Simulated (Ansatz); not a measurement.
This geometry of a periodic cell of 17 atoms, NaAl16 (surface Al(110), adsorbate Na) is a first-order saddle point. Atoms 1 to 4 are held.

Method: DFT PBE, scalar-relativistic, plane waves, PAW (Ansatz 0.2.0). Settings: cutoff 420 eV, k mesh 3x4x1, gaussian smearing 0.15 eV, no spin polarisation.

```xyz
17
Lattice="8.1000 0.0000 0.0000 0.0000 5.7276 0.0000 0.0000 0.0000 17.2957" Properties=species:S:1:pos:R:3
Al 2.025 1.432 1.000
Al 6.075 1.432 1.000
Al 2.025 4.296 1.000
Al 6.075 4.296 1.000
Al -0.023 0.000 2.321
Al 4.072 0.000 2.322
Al -0.005 2.864 2.299
Al 4.054 2.864 2.295
Al 2.023 1.395 3.815
Al 6.076 1.444 3.846
Al 2.023 4.333 3.815
Al 6.076 4.284 3.845
Al -0.026 0.000 5.203
Al 4.075 0.000 5.200
Al 0.094 2.864 5.116
Al 3.955 2.864 5.108
Na 6.073 2.864 7.167
```

Q: Which two structures does it join? (They come from a converged band through this point; their orientation in space is the band's.)

A: The atom that moves furthest is Na17, by 2.86 Å; four of its nearest neighbours are Al16 3.16, Al15 3.17, Al14 3.17, Al13 3.17 Å at the first end and Al14 3.16, Al13 3.17, Al16 3.17, Al15 3.17 Å at the last.

Image 0:

```xyz
17
Lattice="8.1000 0.0000 0.0000 0.0000 5.7276 0.0000 0.0000 0.0000 17.2957" Properties=species:S:1:pos:R:3
Al 2.025 1.432 1.000
Al 6.075 1.432 1.000
Al 2.025 4.296 1.000
Al 6.075 4.296 1.000
Al -0.012 -0.002 2.312
Al 4.062 -0.002 2.312
Al -0.012 2.865 2.312
Al 4.062 2.865 2.312
Al 2.025 1.432 3.829
Al 6.075 1.432 3.816
Al 2.025 4.296 3.829
Al 6.075 4.295 3.845
Al 0.020 -0.012 5.164
Al 4.030 -0.012 5.164
Al 0.021 2.876 5.163
Al 4.028 2.876 5.162
Na 6.071 1.441 7.105
```

Image 8:

Only the atoms that move by more than 0.05 Å are listed.
```
Na17 6.071 4.305 7.105
```

Q: How far does it lie above each of them?

A: 0.113 eV above the first and 0.113 eV above the second. This is the barrier of this one path; another mechanism may lie lower. Limits of this set-up: coarse k mesh, thin slab, slab without dipole correction, a typed lattice constant that wasn't relaxed here.

The run took 10 min on 2 threads of Intel(R) Xeon(R) Platinum 8488C (Sapphire Rapids), with other jobs on the host, peak memory 2.1 GiB.
